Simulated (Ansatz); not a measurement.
```yaml
crystal:
  periodic: [false, false, false]
  atoms:
    - {symbol: B, position_ang: [-0.250584, 1.458214, 0.095522]}
    - {symbol: B, position_ang: [-0.369232, 0.299638, -1.040171]}
    - {symbol: Si, position_ang: [0.831152, -0.177520, 0.684305]}
    - {symbol: N, position_ang: [-0.520576, -1.072032, -0.323287]}
    - {symbol: H, position_ang: [0.162233, 2.567270, -0.071121]}
    - {symbol: H, position_ang: [-0.889859, 1.254058, 1.119984]}
    - {symbol: H, position_ang: [0.073615, 0.194441, -2.148325]}
    - {symbol: H, position_ang: [2.063669, -0.855048, 0.188899]}
    - {symbol: H, position_ang: [0.642145, -0.624802, 2.086462]}
    - {symbol: H, position_ang: [-0.328546, -1.930537, -0.823419]}
    - {symbol: H, position_ang: [-1.348617, -1.170581, 0.251649]}
basis:
  gaussian: {orbitals: pcseg-2, final_grid: {core_spheres: 1, valence_spheres: 1, degree: 3}}
hamiltonian: {xc: {name: PBE}}
scf: {lower_state_search: light}
output: {forces: true}
```

```sh
$ ansatz run in.yaml --threads 2 --pin off --events-out ev --progress --plain --max-ram 4352MiB
```

Output, abridged:

```
Functional definition: PBE
1130 factors; their error is unknown
mean field evaluation 1: about -10813.1105 eV, gradient 7.5e1 eV
mean field evaluation 2: about -10765.1863 eV, gradient 1.4e2 eV
mean field evaluation 4: about -10826.0857 eV, gradient 1.6e1 eV
mean field evaluation 8: about -10827.0625 eV, gradient 1.2e-1 eV
mean field evaluation 32: about -11056.3663 eV, gradient 1.5e-1 eV
a density is far from that of the atoms, so the factors are made again for it
2056 factors; integrals over basis functions are off by at most 2.8e-4 eV
mean field -11056.27514416 eV, -406.3106173353 hartree, gradient 2.5e-5 eV, S^2 0.000000; 0 other end points of the search recorded, 0 dependent functions left out
reference -11056.27514655 eV, -406.3106174233 hartree; 19, 19 occupied and 203, 203 virtual orbitals, 2056 factors
Total energy: -11056.27514655 eV, -406.3106174233 hartree
Atom 0 at    -0.250584     1.458214     0.095522 Å, force   -16.249363   -46.754011    30.937011 eV/Å
Atom 1 at    -0.369232     0.299638    -1.040171 Å, force    14.973095    13.650408    34.089676 eV/Å
Atom 2 at     0.831152    -0.177520     0.684305 Å, force   -52.688114    61.091622   -52.944641 eV/Å
Atom 3 at    -0.520576    -1.072032    -0.323287 Å, force   113.989454    32.125973     4.302844 eV/Å
Atom 4 at     0.162233     2.567270    -0.071121 Å, force     2.484565     9.984100    -1.644907 eV/Å
Atom 5 at    -0.889859     1.254058     1.119984 Å, force     2.848413    -6.788501     0.515119 eV/Å
Atom 6 at     0.073615     0.194441    -2.148325 Å, force   -12.927022   -43.312410    27.561817 eV/Å
Atom 7 at     2.063669    -0.855048     0.188899 Å, force   -24.510864   -27.866259     7.153515 eV/Å
Atom 8 at     0.642145    -0.624802     2.086462 Å, force    20.213307    11.383977    12.797692 eV/Å
Atom 9 at    -0.328546    -1.930537    -0.823419 Å, force   -66.797715    -8.750697    -4.268662 eV/Å
Atom 10 at    -1.348617    -1.170581     0.251649 Å, force    18.664242     5.235799   -58.499463 eV/Å
Dipole moment:    -0.294852     3.076112     0.625676 e Å
```

(1) Something in this input is off. What?

Answers

(1) The integration grid is far too coarse. Self-consistency was reached. The result belongs to that input, not to the molecule as meant.
